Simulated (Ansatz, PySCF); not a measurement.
Reaction (SMILES): CCC [propane] -> [CH2]C + [CH3] (CH3) (the C-C bond at the site shown breaks; other sites are not compared here)
Each molecule is optimised on its own at B3LYP-D3(BJ)/def2-TZVP (Ansatz, a quantum-chemistry and plane-wave program).

Wanted: bond dissociation energy (0 K, with B3LYP-D3(BJ) harmonic zero-point energies from PySCF), in kcal/mol. Correlated levels leave the core frozen unless marked. UHF or UKS for open shells. Spin-orbit coupling is left out. Non-relativistic. Basis-set limits of correlation are two-point, X^-3; Hartree-Fock from the larger set. The bracket is a focal-point correction in the basis named.

```tsv
level	program	bond dissociation energy (kcal/mol)
RI-HF/cc-pVQZ	Ansatz	55.1
B3LYP/def2-TZVPD	Ansatz	79.4
```

Problem. Estimate the value at RI-MP2/CBS(cc-pVTZ,cc-pVQZ)+[CCSD(T)-MP2]/cc-pVTZ as computed with Ansatz.

Solution. 87.3 kcal/mol, so B3LYP/def2-TZVPD differs from it by -7.9 kcal/mol.
